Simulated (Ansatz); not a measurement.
A run of Ansatz (development build ahead of 0.2.0) on doublet H9 at this shape:

```csv
atom,x (Å),y (Å),z (Å)
H,1.5000,0.0000,0.0001
H,1.1490,0.9642,0.0000
H,0.2605,1.4772,0.0000
H,-0.7500,1.2991,0.0000
H,-1.4096,0.5130,0.0000
H,-1.4096,-0.5130,0.0000
H,-0.7500,-1.2991,0.0000
H,0.2605,-1.4772,0.0000
H,1.1490,-0.9642,0.0000
```

Its results:

```json
{
  "Converged": "yes",
  "Total energy": "-4.78409 hartree",
  "Spin squared of the determinant": "0.818",
  "Stability test": "minimum"
}
```

Forces (eV/Å):
| atom | Fx | Fy | Fz |
| --- | --- | --- | --- |
| H1 | 0.106 | 3.494 | 0.000 |
| H2 | 2.416 | -3.077 | 0.000 |
| H3 | -3.768 | 0.490 | 0.000 |
| H4 | 2.705 | 1.748 | 0.000 |
| H5 | -0.388 | -2.146 | 0.000 |
| H6 | -0.719 | 0.830 | 0.000 |
| H7 | 0.029 | 0.489 | 0.000 |
| H8 | 1.508 | -0.105 | 0.000 |
| H9 | -1.890 | -1.723 | 0.000 |

(1) Which input gives this output? Name the method, the orbitals and the basis set, and write the input.

## Answers

(1) UHF in cc-pVDZ.

```yaml
crystal:
  periodic: [false, false, false]
  atoms:
    - { symbol: H, position_ang: [1.49999, 3.0e-05, 6.0e-05] }
    - { symbol: H, position_ang: [1.14903, 0.96418, 1.0e-05] }
    - { symbol: H, position_ang: [0.2605, 1.47721, -2.0e-05] }
    - { symbol: H, position_ang: [-0.74998, 1.29905, 0.0] }
    - { symbol: H, position_ang: [-1.40958, 0.51304, 1.0e-05] }
    - { symbol: H, position_ang: [-1.40957, -0.51298, -1.0e-05] }
    - { symbol: H, position_ang: [-0.74999, -1.29905, -1.0e-05] }
    - { symbol: H, position_ang: [0.26052, -1.47716, 3.0e-05] }
    - { symbol: H, position_ang: [1.14903, -0.96418, 1.0e-05] }
basis:
  gaussian: { orbitals: cc-pVDZ }
magnetization:
  spin_polarized: true
  initial_magnetization: 1
hamiltonian:
  xc: hf
output:
  forces: true
```

Caution: the determinant breaks the point group.
